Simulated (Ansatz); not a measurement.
Species: InCl3, net charge 0, singlet state. SMILES: [Cl][In]([Cl])[Cl]
Geometry: optimised at B3LYP-D3(BJ)/def2-TZVP (Ansatz, a program for electronic structure).

Wanted: atomisation energy (electronic, to ground-state atoms), in eV. Cores are frozen in the correlated levels unless marked. UHF or UKS for open shells. No spin-orbit coupling. Frozen are the shells of the preceding noble gas and the d and f shells that filled before the atom's block. In def2 rows, elements after Kr have scalar-relativistic effective core potentials. STO-3G rows are all-electron and non-relativistic. The coupled-cluster limit lacks core correlation, which all-electron functionals hold. CBS(X,Y): correlation extrapolated as X^-3; Hartree-Fock from the larger set.

| level | program | atomisation energy (eV) |
|---|---|---|
| HF/def2-SVP | Ansatz | 7.44 |
| BLYP-D4/def2-TZVPD | Ansatz + dftd4 | 9.68 |

What does CCSD(T)/CBS(def2-TZVPPD,def2-QZVPPD) (Ansatz) give?

10.62 eV, so BLYP-D4/def2-TZVPD differs from it by -0.94 eV.
